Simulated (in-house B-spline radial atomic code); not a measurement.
Radial electron density of Cl7+, [He] 2s2 2p6. Computed with a radial B-spline atomic code at the basis-set limit: Dirac-Kohn-Sham PW91, spherical fractional occupations, Fermi nucleus of rms radius 3.3654 fm.

Columns: r (bohr), 4πr²n(r) (electrons per bohr), bar.

```
 0.00343   0.4428 #
 0.00399   0.5865 #
 0.00465   0.7771 ##
 0.00541    1.023 ##
 0.00631    1.346 ###
 0.00735    1.758 ####
 0.00856    2.284 #####
 0.00997    2.946 #######
  0.0116    3.764 ########
  0.0135    4.768 ###########
  0.0158    6.027 ##############
  0.0184    7.466 #################
  0.0214    9.103 ####################
  0.0249    10.92 #########################
   0.029    12.88 #############################
  0.0338    14.85 #################################
  0.0394     16.7 ######################################
  0.0459    18.22 #########################################
  0.0535    19.24 ###########################################
  0.0623    19.58 ############################################
  0.0726    19.15 ###########################################
  0.0845    18.03 #########################################
  0.0985    16.42 #####################################
   0.115    14.72 #################################
   0.134    13.47 ##############################
   0.156    13.07 #############################
   0.181     13.7 ###############################
   0.211    15.22 ##################################
   0.246     17.1 ######################################
   0.287    18.51 ##########################################
   0.334    18.69 ##########################################
   0.389    17.29 #######################################
   0.453    14.42 ################################
   0.528    10.67 ########################
   0.615     6.93 ################
   0.716    3.881 #########
   0.834     1.83 ####
   0.972   0.7104 ##
    1.13   0.2257 #
    1.32  0.05285 
    1.54 0.009047
```

On this grid the curve has 2 maxima, near 0.0623, 0.334 bohr.

The 2p3/2 radial function P(r) = rR(r), positive near the nucleus, with its small component Q(r) (sign convention: Q ≈ (P' + κP/r)/2c):

| r (bohr) | P | Q |
| --- | --- | --- |
| 0.00343 | 0.001829 | -5.673e-05 |
| 0.00465 | 0.003324 | -0.0001029 |
| 0.00631 | 0.006027 | -0.0001864 |
| 0.00856 | 0.01087 | -0.0003353 |
| 0.0116 | 0.01944 | -0.0005974 |
| 0.0158 | 0.03477 | -0.001064 |
| 0.0214 | 0.0608 | -0.001848 |
| 0.029 | 0.1047 | -0.003156 |
| 0.0394 | 0.1773 | -0.00528 |
| 0.0535 | 0.2913 | -0.008544 |
| 0.0726 | 0.4604 | -0.01324 |
| 0.0985 | 0.6923 | -0.01942 |
| 0.134 | 0.9786 | -0.02662 |
| 0.181 | 1.265 | -0.03315 |
| 0.246 | 1.48 | -0.03714 |
| 0.334 | 1.511 | -0.03614 |
| 0.453 | 1.302 | -0.02952 |
| 0.615 | 0.9009 | -0.01938 |
| 0.834 | 0.4703 | -0.009647 |
| 1.13 | 0.17 | -0.003344 |
| 1.54 | 0.03536 | -0.0006849 |
